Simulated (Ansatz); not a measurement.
N-butyl-N-methylpyrrolidinium cyclic bis(sulfonyl)imide, `CCCC[N+]1(C)CCCC1.O=S1(=O)[N-]S(=O)(=O)C(F)(F)C(F)(F)C1(F)F` was relaxed with PBE-D4 (def2-SVP) in Ansatz in these states: charge -1 doublet, neutral singlet. The geometries follow in no particular order.

Single mean-field runs in def2-SVP are fitted with def2-universal-jkfit.

A:

```xyz
46

C    -2.5163   -2.3780   -2.4581
C    -2.3497   -1.7439   -1.0776
C    -1.7863   -0.3161   -1.1597
C    -1.3731    0.1838    0.2160
N    -1.0555    1.6779    0.2998
C    -0.1864    2.1198   -0.8432
C    -0.3605    1.9705    1.6499
C    -1.1640    3.0961    2.2904
C    -2.5891    2.8225    1.7966
C    -2.3510    2.4912    0.3295
H    -3.1695   -1.7690   -3.1187
H    -2.9637   -3.3891   -2.3835
H    -1.5270   -2.4797   -2.9488
H    -3.3190   -1.7267   -0.5303
H    -1.6492   -2.3619   -0.4788
H    -2.5432    0.3536   -1.6284
H    -0.9004   -0.3264   -1.8280
H    -0.4671   -0.3505    0.5593
H    -2.1687    0.0138    0.9705
H     0.6875    1.4416   -0.9174
H     0.1405    3.1566   -0.6452
H    -0.7759    2.0821   -1.7760
H    -0.3973    1.0370    2.2403
H     0.7087    2.1798    1.4581
H    -0.8165    4.0894    1.9357
H    -1.0645    3.0850    3.3925
H    -3.0332    1.9571    2.3321
H    -3.2806    3.6789    1.9149
H    -2.1714    3.4139   -0.2551
H    -3.1487    1.9119   -0.1699
O     2.7571    1.4197    0.8538
S     2.4046   -0.0229    0.8375
O     1.5990   -0.5661    1.9623
N     1.8496   -0.3515   -0.6673
S     1.4695   -1.9113   -1.0386
O     1.0819   -1.9371   -2.4645
O     0.6343   -2.6151   -0.0335
C     3.1767   -2.7320   -0.9126
F     3.0313   -4.0628   -1.0801
F     3.9566   -2.2403   -1.8976
C     3.8682   -2.4784    0.4630
F     3.1607   -3.1036    1.4291
F     5.1123   -3.0326    0.4064
C     4.0422   -0.9809    0.8648
F     4.5603   -0.9244    2.1091
F     4.8867   -0.3819    0.0011
```

B:

```xyz
46

C     1.4818   -3.6048    1.1422
C     1.3876   -2.1339    1.5479
C    -0.0314   -1.5760    1.3613
C    -0.0341   -0.0720    1.5590
N    -1.4038    0.5991    1.4481
C    -2.1574    0.1082    0.2428
C    -1.1968    2.1259    1.3524
C    -2.1562    2.7203    2.3744
C    -2.1371    1.6793    3.5011
C    -2.2210    0.3734    2.7170
H     0.7725   -4.2429    1.7149
H     2.5035   -4.0050    1.3057
H     1.2435   -3.6946    0.0623
H     1.7213   -1.9852    2.6015
H     2.0697   -1.5487    0.8941
H    -0.7371   -2.0931    2.0560
H    -0.3393   -1.8144    0.3213
H     0.6085    0.4407    0.8013
H     0.3430    0.2159    2.5644
H    -1.4732    0.1517   -0.6482
H    -3.0370    0.7642    0.1057
H    -2.4806   -0.9324    0.4281
H    -0.1336    2.3189    1.5934
H    -1.2911    2.4330    0.2793
H    -3.1844    2.8202    1.9605
H    -1.8295    3.7287    2.6957
H    -1.1810    1.7381    4.0640
H    -2.9664    1.7736    4.2311
H    -3.2655    0.1751    2.4064
H    -1.8364   -0.5240    3.2362
O    -0.6749    2.6141   -1.5517
S     0.6766    1.8865   -1.5892
O     1.3821    1.9249   -0.2219
N     0.0700    0.2144   -1.7756
S     1.0950   -0.9846   -1.9751
O     0.3633   -2.2883   -1.8142
O     2.4397   -0.8741   -1.3270
C     1.5376   -1.0400   -3.8290
F     2.2562   -2.1759   -4.0617
F     0.3847   -1.1212   -4.5454
C     2.3672    0.1593   -4.3507
F     3.6003    0.1406   -3.7797
F     2.5753   -0.0720   -5.7227
C     1.7423    1.5120   -4.1201
F     2.5805    2.5129   -4.4867
F     0.5658    1.6517   -4.7692
```

Judge from the bond lengths which geometry belongs to which state (an estimate).

A is the neutral singlet (S32–C44 1.897 Å, S32–N34 1.637 Å, N34–S35 1.648 Å); B is the charge -1 doublet (S32–C44 2.772 Å, S32–N34 1.788 Å, N34–S35 1.590 Å).
